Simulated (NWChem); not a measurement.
## diiodomethane (CH$_{2}$I$_{2}$) in NWChem

SMILES: ICI
```xyz
5

I      1.8391     0.0000     0.0908
C      0.0000     0.0000    -1.0490
I     -1.8391     0.0000     0.0908
H      0.0000     0.9046    -1.6634
H      0.0000    -0.9046    -1.6634
```
Charge 0, spin multiplicity 1.

All runs are NWChem calculations. The geometry was optimised at B3LYP/def2-SVP with def2 effective core potentials on I, a minimum by its harmonic frequencies.

Symmetry labels belong to the abelian group C2v used in the runs, with the axes of the coordinates shown; states degenerate in a higher group split over its labels.

Effective core potentials replace the inner electrons of I; spin-orbit coupling is left out. B3LYP has NWChem's definition, with VWN1-RPA local correlation.

List the lowest 6 singlet excitations that TD-B3LYP/def2-SVP with def2 effective core potentials on I, VWN1-RPA local correlation gives, with oscillator strengths.


| state | symmetry | energy (eV) | wavelength (nm) | f |
|---|---|---|---|---|
| 1 | b1 | 4.03 | 307 | 0.041 |
| 2 | b2 | 4.08 | 304 | 0.000 |
| 3 | a2 | 4.21 | 294 | 0.000 |
| 4 | a1 | 4.42 | 281 | 0.000 |
| 5 | a1 | 5.35 | 232 | 0.000 |
| 6 | a2 | 5.51 | 225 | 0.000 |
